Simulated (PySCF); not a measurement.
Write Cartesian coordinates for `C[SiH2]CBr` as optimised with PBE0-D3(BJ)/def2-SVP.

```
atom  x, y, z in Å
C1    -1.5566    0.2067    0.5145
Si2   -0.1097   -0.6096   -0.3644
C3     1.4603    0.4125   -0.0892
Br4    2.9761   -0.3908   -1.0045
H5    -1.7084    1.2376    0.1590
H6    -1.3932    0.2372    1.6029
H7    -2.4860   -0.3540    0.3287
H8     0.1256   -1.9831    0.1731
H9    -0.3642   -0.6968   -1.8336
H10    1.7275    0.4732    0.9754
H11    1.3583    1.4363   -0.4768
```

Orientation and origin are arbitrary. Atoms count from 1 in this order. The 4 heavy atoms lie in one plane (0.006 Å rms). Si2 (SiH2 silicon) is tetrahedral (angles from 108.3° to 110.7°).

Bonds between heavy atoms (Å): C1–Si2 1.879, Si2–C3 1.893, C3–Br4 1.944.

Level of theory: PBE0-D3(BJ)/def2-SVP geometry optimisation, gas phase (PySCF 2.14.0).

No frequency check. One conformer, not necessarily the lowest (C1–Si2–C3–Br4 -179°).
